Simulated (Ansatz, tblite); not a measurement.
Cost and result up the ladder for Si(NCS)2Cl2 (SiC₂S₂N₂Cl₂) (9 atoms). Total charge 0; singlet. Geometry: r2SCAN-D4/def2-SVP.

```xyz
9

Si    0.357    0.141   -0.773
N     0.271    1.267    0.492
C     0.247    2.116    1.345
S     0.212    3.216    2.462
N    -0.370   -1.306   -0.274
C    -0.873   -2.364    0.010
S    -1.529   -3.736    0.390
Cl    2.312   -0.205   -1.247
Cl   -0.627    0.872   -2.406
```

Ansatz on 2 threads of AMD EPYC 7R13 on a shared host and a share (18 GiB) of an NVIDIA H100 80GB HBM3; xTB runs through tblite on one thread. Times are rough, summed over both states, and most runs start from the orbitals of an earlier one. CAM-B3LYP-D4/def2-TZVP serves as the yardstick here, not as an exact answer. Differences are given only for rows in sets of like size (and for xTB, whose basis is part of the method), since another set adds its own error. The other state is a doublet.

The xTB rows come from tblite. Correlated methods freeze 29 core orbitals. The rows differ in basis, and correlated rows in double-zeta sets carry the largest basis error. HOMO above LUMO, or a gap near zero within one spin, warns that the state may not be the lowest or that an electron is smeared out.

Run but left out: MP2/def2-SVP (charge +1 doublet: ⟨S²⟩ 0.94, where a pure state has 0.75).

Correlated methods converge slowly with the basis, most of all in double-zeta sets.

Raw xTB energies of ions are shifted by several eV.

```csv
level,functions,wall time,vertical IE (eV),difference from CAM-B3LYP-D4/def2-TZVP (eV),remarks
GFN1-xTB,61,0.03 s,13.98,4.14,–
GFN2-xTB,61,0.033 s,13.64,3.79,–
PBE0-D4/def2-TZVP,309,14 s,9.53,-0.31,–
PBE-D4/def2-TZVP (with forces),309,15 s,9.09,-0.75,gap within one spin near zero (+1 doublet)
CAM-B3LYP-D4/def2-TZVP,309,16 s,9.84,0.00,–
CCSD(T)/def2-SVP,146,25 s,9.69,–,spin-contaminated (⟨S²⟩ 0.94) (+1 doublet)
```
